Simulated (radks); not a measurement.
All-electron atom: Rh2+ in [Kr] 4d7 (the NIST ground configuration).

Calculated with a radial shooting solver on a logarithmic mesh with Libxc functionals: non-relativistic Kohn-Sham, Slater X-alpha with alpha = 0.856, spin-polarised, spherical densities, point nucleus; open shells are filled with parallel spins first (spin-orbit coupling, left out, can overturn this in heavy ions); relativity is left out, which matters for an element this heavy.

Energy parts (eV):
part                   energy
total             -128282.460
kinetic            128282.460
electron-nucleus  -304015.998
Hartree             51905.391
exchange            -4454.314

Orbitals (lengths in bohr, moments of r in powers of bohr; <r^-3> diverges for s and p1/2; r(max) is where P^2 peaks; r(90%) holds 90 % of the orbital's charge):
| orbital | occ. | eigenvalue (eV) | r(90%) | <r^-3> | <1/r> | r(max) |
|---|---|---|---|---|---|---|
| 1s up | 1 | -22470.88 | 0.0602 | - | 44.50 | 0.02239 |
| 1s down | 1 | -22470.88 | 0.0602 | - | 44.50 | 0.02239 |
| 2s up | 1 | -3230.594 | 0.226 | - | 10.10 | 0.1245 |
| 2s down | 1 | -3229.892 | 0.226 | - | 10.10 | 0.1245 |
| 2p up | 3 | -3003.354 | 0.204 | 2908 | 10.11 | 0.09762 |
| 2p down | 3 | -3002.817 | 0.204 | 2908 | 10.11 | 0.09761 |
| 3s up | 1 | -597.4403 | 0.591 | - | 3.569 | 0.3618 |
| 3s down | 1 | -596.9411 | 0.590 | - | 3.570 | 0.3618 |
| 3p up | 3 | -506.4069 | 0.592 | 502.6 | 3.488 | 0.3481 |
| 3p down | 3 | -505.8677 | 0.592 | 502.7 | 3.489 | 0.3481 |
| 3d up | 5 | -337.3871 | 0.581 | 77.46 | 3.332 | 0.2892 |
| 3d down | 5 | -336.6791 | 0.581 | 77.48 | 3.333 | 0.2893 |
| 4s up | 1 | -102.3969 | 1.45 | - | 1.367 | 0.9004 |
| 4s down | 1 | -99.1823 | 1.45 | - | 1.372 | 0.8978 |
| 4p up | 3 | -74.3225 | 1.59 | 80.97 | 1.255 | 0.9453 |
| 4p down | 3 | -71.0415 | 1.59 | 81.65 | 1.259 | 0.9423 |
| 4d up | 5 | -29.7580 | 2.15 | 7.679 | 0.9633 | 1.102 |
| 4d down | 2 | -26.5403 | 2.20 | 7.590 | 0.9554 | 1.100 |

The highest occupied level is 4d down at -26.540 eV. Spin moment in Bohr magnetons: 3. Virial ratio -V/T = 2.00000. The density falls to 0.001 e/bohr^3 at r = 3.29 bohr. The electron density at the nucleus is 6.384e+04 e/bohr^3. For comparison, the ionisation energy in NIST's Atomic Spectra Database is 31.060 eV (semi-empirical). In exact Kohn-Sham theory the highest level is minus the ionisation energy, but local and semilocal functionals leave it too shallow, through self-interaction and a potential that decays too fast; potentials with the right tail come closer. The spin density at the nucleus is -1.6229 e/bohr^3 (1s -0.0679, 2s -0.5074, 3s -0.1668, 4s -0.8808). Summed over all electrons, <r^2> = 29.31 bohr^2, which gives a Langevin (diamagnetic) susceptibility term of -23.2 x 10^-6 cm^3/mol.
